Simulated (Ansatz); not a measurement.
H3NSi (SMILES N[SiH]) moved off its minimum; all values from Ansatz (a first-principles code), cores frozen in correlated methods.
(charge 0, multiplicity 1)
```xyz
5

Si    -0.25915     0.40579     0.51664
H     -0.61448     1.46140    -0.49737
N      0.38981    -0.68913    -0.66045
H      0.43967    -0.53046    -1.63265
H      0.75440    -1.57542    -0.37628
```

### Question
Give the forces (eV/Å), the total energy and the dipole at CCSD(T)/aug-cc-pV(T+d)Z.

### Answer

```
atom      Fx      Fy      Fz
----  ------  ------  ------
Si1    0.221  -0.454  -0.122
H2    -0.065   0.206  -0.200
N3    -0.430   0.548   1.398
H4     0.082   0.113  -1.071
H5     0.193  -0.412  -0.005
```
Energy -345.5203 hartree, dipole 1.80 D.

Doubts at one or more of the structures used: a restricted determinant that unrestricted orbitals would lower (CCSD(T)/aug-cc-pV(T+d)Z).
